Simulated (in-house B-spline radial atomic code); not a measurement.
Checks on a self-consistent run for Ni3+, [He] 2s2 (2p1/2)2 (2p3/2)3 3s2 3p6 3d8. Level of theory: Dirac-Hartree-Fock, average of the jj configuration, Fermi nucleus of rms radius 3.7757 fm; calculated with a radial B-spline atomic code at the basis-set limit.

```json
{"orbital": "1s1/2", "q": "2", "ε (Eh)": "-313.18784", "<1/r>": "28.1156", "<r²>": "0.00392161", "small-component weight": "0.010199"}
{"orbital": "2s1/2", "q": "2", "ε (Eh)": "-41.31018", "<1/r>": "6.195", "<r²>": "0.0686139", "small-component weight": "0.0019698"}
{"orbital": "2p1/2", "q": "2", "ε (Eh)": "-36.66891", "<1/r>": "6.13079", "<r²>": "0.0538579", "small-component weight": "0.0019422"}
{"orbital": "2p3/2", "q": "3", "ε (Eh)": "-36.04891", "<1/r>": "5.96962", "<r²>": "0.0569698", "small-component weight": "0.0018914"}
{"orbital": "3s1/2", "q": "2", "ε (Eh)": "-6.64585", "<1/r>": "1.96575", "<r²>": "0.599252", "small-component weight": "0.00043797"}
{"orbital": "3p1/2", "q": "2", "ε (Eh)": "-5.02218", "<1/r>": "1.84831", "<r²>": "0.648735", "small-component weight": "0.00039767"}
{"orbital": "3p3/2", "q": "4", "ε (Eh)": "-4.90654", "<1/r>": "1.84858", "<r²>": "0.666661", "small-component weight": "0.00040854"}
{"orbital": "3d3/2", "q": "3.2", "ε (Eh)": "-2.28020", "<1/r>": "1.54798", "<r²>": "0.87317", "small-component weight": "0.00029792"}
{"orbital": "3d5/2", "q": "4.8", "ε (Eh)": "-2.24899", "<1/r>": "1.5303", "<r²>": "0.893471", "small-component weight": "0.00029202"}
```

Electron-electron repulsion V_ee = 534.1611 hartree.

Question: What total energy follows from the eigenvalues?

Answer: The eigenvalues count the repulsion twice, so E = Σqε - V_ee = -951.535 - 534.161 = -1485.696 hartree; the run printed -1485.696.

Question: Does the Dirac virial theorem hold?

Answer: For a point nucleus E = -2c²Σq·w, with w the small-component weight. Here Σq·w = 0.039557 and c = 137.0360, so the ratio E/(-2c²Σq·w) is 1.000008; the finite nucleus accounts for the departure from 1.

Question: What diamagnetic shielding (Lamb formula) and susceptibility (Langevin formula) do the radii give?

Answer: σ = (α²/3)Σq<1/r> = 126.113/(3·137.036²) = 2238.6 ppm, and χ = -0.79199×10⁻⁶·Σq<r²> = -10.03×10⁻⁶ cm³/mol with Σq<r²> = 12.669 bohr². Both are non-relativistic formulas without the paramagnetism of open shells.
